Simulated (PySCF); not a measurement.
Two-component Hartree-Fock for Pt⁺ (platinum, charge +1)

Start: [Xe] 4f14 5d9; 5d3/2 filled at m_j = -1/2, +1/2, +3/2; 5d5/2 filled at m_j = -5/2, -3/2, -1/2, +1/2, +3/2, +5/2. Calculated with PySCF 2.14 in x2c-TZVPall-2c with one added diffuse shell each of s, p, d type (12s12p11d2f, 117 functions): generalised Hartree-Fock with the X2C-1e Hamiltonian and a Gaussian nucleus; one run each with spin-orbit coupling (SO) screened by Boettger's factors, then bare. This is a chosen level, not necessarily the ground level.

```tsv
spinor shell	electrons	ε, screened SO (eV)	ε, bare SO (eV)	weight of nominal j (bare SO)	rms radius, bare SO (bohr)
1s1/2	2	-78811.4	-78809.5	1.000	0.0194
2s1/2	2	-13998.3	-13997.7	1.000	0.0782
2p1/2	2	-13393.8	-13433.6	1.000	0.0661
2p3/2	4	-11659.4	-11646.9	1.000	0.0742
3s1/2	2	-3361.1	-3360.9	1.000	0.200
3p1/2	2	-3090.5	-3099.2	1.000	0.191
3p3/2	4	-2703.4	-2700.6	1.000	0.207
3d3/2	4	-2258.1	-2265.7	1.000	0.182
4s1/2	2	-764.41	-764.37	1.000	0.441
4p1/2	2	-648.46	-650.58	1.000	0.446
4p3/2	4	-555.15	-554.47	1.000	0.481
4d3/2	4	-364.83	-366.47	1.000	0.495
4d5/2	6	-347.15	-346.12	1.000	0.508
5s1/2	2	-128.26	-128.26	1.000	1.03
4f5/2	6	-101.38	-102.47	1.000	0.563
4f7/2	8	-98.064	-97.227	1.000	0.567
5p1/2	2	-88.519	-88.903	0.999	1.12
5p3/2	4	-74.024	-73.906	0.999	1.22
5d3/2	3	-20.731	-20.893	0.973	1.72
5d5/2	6	-19.164	-19.072	0.991	1.80
```

(1) Where does 3d5/2 lie, and what is the 3d spin-orbit splitting (bare SO)?

| quantity | screened SO | bare SO |
| --- | --- | --- |
| E (hartree) | -18426.31538 | -18427.99164 |
| M_J | 3/2 | 3/2 |
| ⟨J²⟩ | 3.785 | 3.790 |
| ⟨L²⟩ | 6.316 | 6.313 |
| ⟨S²⟩ | 0.992 | 0.996 |

Each row is a mean over spinors that exchange with the open shell spreads, by up to 3.350 eV (5p1/2).

Breit and QED terms are absent; they matter most for the inner s and p1/2 levels.

Densities and radii are taken from the X2C orbitals without a picture-change correction, which distorts them close to the nucleus.

Results:

(1) At -2170.5 eV, 95.202 eV above 3d3/2.
